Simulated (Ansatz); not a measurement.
`C[N](C)[GaH][Br]` and `[CH3][Zn][N](C)C` differ in one atom or group.

Ansatz, PBE0-D4/def2-TZVP geometries, multiplicity 1. Each molecule was computed in one conformer, which needn't be the lowest.

Scalar relativity is left out up to krypton.

| property | `C[N](C)[GaH][Br]` |
| --- | --- |
| HOMO energy (ωB97M-V/def2-TZVPP) / eV | -8.89 |
| HOMO–LUMO gap (B3LYP/def2-TZVPP) / eV | 5.33 |
| LUMO energy (PBE/def2-TZVPP) / eV | -1.60 |
| LUMO energy (ωB97M-V/def2-TZVPP) / eV | 0.80 |
| HOMO energy (B3LYP/def2-TZVPP) / eV | -6.44 |
| size of the dipole moment (B3LYP/def2-TZVPP) / D | 2.45 |

(1) What does the change do to each property? (Estimate.)

## Answers

(1) Ansatz gave: 
| property | `[CH3][Zn][N](C)C` | shift |
| --- | --- | --- |
| HOMO energy (ωB97M-V/def2-TZVPP) / eV | -7.83 | 1.06 |
| HOMO–LUMO gap (B3LYP/def2-TZVPP) / eV | 5.11 | -0.22 |
| LUMO energy (PBE/def2-TZVPP) / eV | -0.71 | 0.89 |
| LUMO energy (ωB97M-V/def2-TZVPP) / eV | 1.32 | 0.52 |
| HOMO energy (B3LYP/def2-TZVPP) / eV | -5.35 | 1.09 |
| size of the dipole moment (B3LYP/def2-TZVPP) / D | 0.43 | -2.02 |

With PBE0 the HOMO rises by 1.10 eV and the LUMO rises by 0.91 eV, so the gap narrows by about 0.19 eV. PBE moves the HOMO by 1.10 eV and ωB97M-V by 1.06 eV. Dipoles are sizes alone; their direction can turn.

B3LYP here is the variant with VWN-RPA as its local correlation; programs differ in this.

Spin–orbit coupling is left out; it splits and shifts lone-pair levels of the heavy atoms by tenths of an eV.
